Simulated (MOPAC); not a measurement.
MOPAC input (PM7):

```
PM7 PRECISE GNORM=0.05 LET XYZ CHARGE=-1 GEO-OK AUX(PRECISION=9) THREADS=1
H4FSi2

F    -1.67201800 1   -0.79130000 1   -0.37647800 1
Si   -0.63052600 1    0.24749500 1    0.38361400 1
Si    1.58904400 1    0.11623600 1   -0.36668700 1
H    -1.25343900 1    1.59462700 1    0.11315800 1
H    -1.00506300 1    0.00717700 1    1.82621700 1
H     1.89256700 1    1.33968600 1    0.51545000 1
H     1.99485400 1   -0.91202900 1    0.69649900 1
```

From the output:

```
                                                       MOPAC v23.2.5 Linux

          FINAL HEAT OF FORMATION =       -123.08822 KCAL/MOL =    -515.00112 KJ/MOL

          COSMO AREA              =        118.20 SQUARE ANGSTROMS
          COSMO VOLUME            =        110.13 CUBIC ANGSTROMS

          GRADIENT NORM           =          0.04029          =       0.01523 PER ATOM
          IONIZATION POTENTIAL    =          2.870848 EV
          HOMO LUMO ENERGIES (EV) =         -2.871  5.965
          NO. OF FILLED LEVELS    =         10
          MOLECULAR WEIGHT        =         79.2010         POINT GROUP:  Cs

          MOLECULAR DIMENSIONS (Angstroms)

            Atom       Atom       Distance
            H     7    H     4     4.23647
            H     6    H     5     3.97214
            F     1    H     6     2.13048

          SCF CALCULATIONS        =         39

   ATOM   CHEMICAL          X               Y               Z
  NUMBER   SYMBOL      (ANGSTROMS)     (ANGSTROMS)     (ANGSTROMS)

     1       F         -1.56754012  *  -0.68244280  *  -0.55374130  *
     2      Si         -0.66339760  *   0.21407613  *   0.42376964  *
     3      Si          1.41975940  *   0.14896526  *  -0.00018708  *
     4       H         -1.17061130  *   1.58464833  *   0.30359355  *
     5       H         -0.92803858  *  -0.27151515  *   1.78185640  *
     6       H          2.04574734  *   1.08034298  *  -0.91443866  *
     7       H          2.29535549  *  -0.83298927  *   0.60327977  *

                             CARTESIAN COORDINATES

   1    F       -1.567540115    -0.682442796    -0.553741304
   2   Si       -0.663397600     0.214076131     0.423769636
   3   Si        1.419759404     0.148965256    -0.000187076
   4    H       -1.170611298     1.584648329     0.303593546
   5    H       -0.928038575    -0.271515152     1.781856400
   6    H        2.045747339     1.080342978    -0.914438662
   7    H        2.295355489    -0.832989269     0.603279769

           Empirical Formula: H4 F Si2  =     7 atoms

      MOLECULAR POINT GROUP   :   Cs

                  EIGENVALUES
 -34.85139 -14.02477 -11.01618 -10.99453 -10.34264  -9.07957  -7.95876  -6.53076
  -5.67127  -2.87085   5.96502   6.99822   7.07987   9.19601  11.22801  14.52420
  24.50941  24.85144  25.04012  25.49300  26.01265  27.67151  27.78876  28.06959
  28.97577  29.20255

              NET ATOMIC CHARGES AND DIPOLE CONTRIBUTIONS

  ATOM NO.   TYPE          CHARGE      No. of ELECS.   s-Pop       p-Pop       d-Pop
    1          F          -0.441028        7.4410     1.92464     5.51639
    2         Si           0.061114        3.9389     0.90460     2.85714     0.17714
    3         Si          -0.540051        4.5401     0.75271     3.70781     0.07953
    4          H           0.021024        0.9790     0.97898
    5          H           0.020984        0.9790     0.97902
    6          H          -0.061024        1.0610     1.06102
    7          H          -0.061019        1.0610     1.06102
 DIPOLE           X         Y         Z       TOTAL
 POINT-CHG.    -2.422     1.110     1.791     3.210
 HYBRID        -1.478    -0.752    -0.701     1.800
 SUM           -3.900     0.358     1.090     4.065

          ATOMIC ORBITAL ELECTRON POPULATIONS

     Atom    s        px        py        pz      x^2-y^2     xz        z^2       yz        xy
    1  F   1.92464   1.84374   1.84549   1.82717
    2 Si   0.90460   1.15899   0.85506   0.84309   0.03742   0.03161   0.04806   0.02596   0.03410
    3 Si   0.75271   0.84993   1.34172   1.51616   0.01254   0.01720   0.00573   0.01939   0.02467
    4  H   0.97898
    5  H   0.97902
    6  H   1.06102
    7  H   1.06102

 **********************
 *                    *
 * JOB ENDED NORMALLY *
 *                    *
 **********************

 == MOPAC DONE ==
```

The dipole moment of an ion depends on the origin.

The geometry given is a B3LYP-D3(BJ)/def2-TZVP minimum.
